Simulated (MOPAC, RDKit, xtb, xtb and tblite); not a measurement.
Conformational energy of SMILES CC(C)c1cccc(C#N)c1. Scanned: dihedral C1–C2–C4–C5; all other coordinates were relaxed at GFN2-xTB.

Geometry of the scan point at 160° (Å):
```
22

C     -1.9812    -1.4312    -0.6991
C     -1.5376     0.0004    -0.4087
C     -2.1368     0.4733     0.9216
C     -0.0389     0.1774    -0.3537
C      0.4919     1.4554    -0.5186
C      1.8531     1.6883    -0.4317
C      2.7221     0.6454    -0.1729
C      2.2045    -0.6368    -0.0013
C      3.0745    -1.7190     0.2656
N      3.7779    -2.5984     0.4822
C      0.8309    -0.8674    -0.0877
H     -1.7631    -2.0870     0.1403
H     -1.4865    -1.8178    -1.5876
H     -3.0553    -1.4537    -0.8694
H     -1.9196     0.6486    -1.2062
H     -1.7626    -0.1389     1.7397
H     -3.2209     0.3917     0.8964
H     -1.8714     1.5090     1.1203
H     -0.1754     2.2796    -0.7277
H      2.2386     2.6879    -0.5670
H      3.7869     0.8106    -0.1033
H      0.4669    -1.8729     0.0544
```

Levels: GFN2-xTB (xtb and tblite); MMFF94 // GFN2-xTB (RDKit); UFF // GFN2-xTB (RDKit); PM7, restricted, heats of formation // GFN2-xTB (MOPAC); GFN1-xTB // GFN2-xTB (xtb).

Least-squares fit of E(φ) = a0 + Σ (a_n cos nφ + b_n sin nφ), n = 1 to 4, to the 18 scan points, in kJ/mol above the lowest point of each profile (levels whose profile four harmonics don't fit are not listed):

| method | a0 | a1 | b1 | a2 | b2 | a3 | b3 | a4 | b4 | rms of fit |
|---|---|---|---|---|---|---|---|---|---|---|
| GFN2-xTB | 4.48 | 0.08 | -0.14 | 2.87 | 4.39 | 0.01 | 0.00 | -0.58 | 1.30 | 0.40 |
| MMFF94 | 6.10 | -0.05 | 0.07 | 3.86 | 5.62 | -0.26 | 0.02 | -0.47 | 1.21 | 0.45 |
| UFF | 13.47 | -0.02 | 0.01 | 8.24 | 12.19 | -0.41 | 0.03 | -1.00 | 2.38 | 1.04 |
| PM7 | 3.76 | 0.05 | -0.09 | 2.09 | 3.34 | -0.06 | 0.00 | -0.27 | 0.48 | 0.18 |
| GFN1-xTB | 4.44 | 0.06 | -0.11 | 2.64 | 4.00 | 0.01 | 0.00 | -0.33 | 0.76 | 0.29 |
